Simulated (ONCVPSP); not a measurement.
# Before and after: ONCV potential for Li (Z = 3)

ONCVPSP 4.0.1 input, shortened (lines: element, Z, core and valence counts, functional; n l f; lmax; l rc ep ncon nbas qcut; lloc lpopt rc5 dvloc0; l nproj debl; icmod fcfact rcfact), PBE, scalar-relativistic:

```
  Li 3.00    0    2        4      upf
    1    0    2.00
    2    1    1.00
    2
    0    0.60    0.00    3    7   25.70
    1    4.00    0.00    5    9    1.90
    2    3.05    0.02    4    7    3.50
    4    5    0.55    2.00
    0    2    2.10
    1    2    0.60
    2    2    2.70
    0    0.00    0.00
```

Change: all radii scaled by about 1.24 (s 0.74, p 4.98, d 3.80 bohr); local potential polynomial inside 0.68 bohr (lpopt 5, dvloc0 2 Ha).

Cutoffs: the cutoffs (Ha) at which the residual kinetic energy of the hardest occupied pseudo-wave falls to 1 and 0.1 mHa per electron; they do not see the model core or the augmentation charge, which bear on the density cutoff. Errors are all-electron minus pseudo energies relative to the spin-unpolarised reference configuration.

Problem. What does the change do?

Solution. The potential gets softer (150 Ha and 191 Ha → 115 Ha and 146 Ha); both files keep a bound ghost (p); of the 4 tests that both files solve, the error grows in 4 and shrinks in 0 by more than 15 % and 0.3 meV (median size 22.7 → 34.3 meV). A larger radius leaves more room for a smooth pseudo-wave, so fewer plane waves are needed. More of the atom is replaced by a form fitted at one configuration, so other configurations suffer.

| quantity | base | changed |
| --- | --- | --- |
| cutoff, loose | 150 Ha | 115 Ha |
| cutoff, tight | 191 Ha | 146 Ha |
| loose cutoff by channel | s 150 Ha, p 1.7 Ha | s 115 Ha, p 1.3 Ha |
| bound ghosts | p | p |
| GHOST(+) flags under 300 eV | none | none |
| error for 1s2 2s1 2p0, meV [ΔE -1.79 eV] | -17 | -26 |
| error for 1s2 2p0, meV [ΔE 3.51 eV] | +28 | +43 |
| error for 1s2 2s0.5 2p0, meV [ΔE 0.26 eV] | +0.2 | +2.0 |
| error for 1s1 2s1 2p0, meV [ΔE 66.62 eV] | +153 | +280 |

 A true bound ghost makes a file unfit for plane-wave use even where its test errors are small: the radial tests pick states by their node count and pass the ghost by.
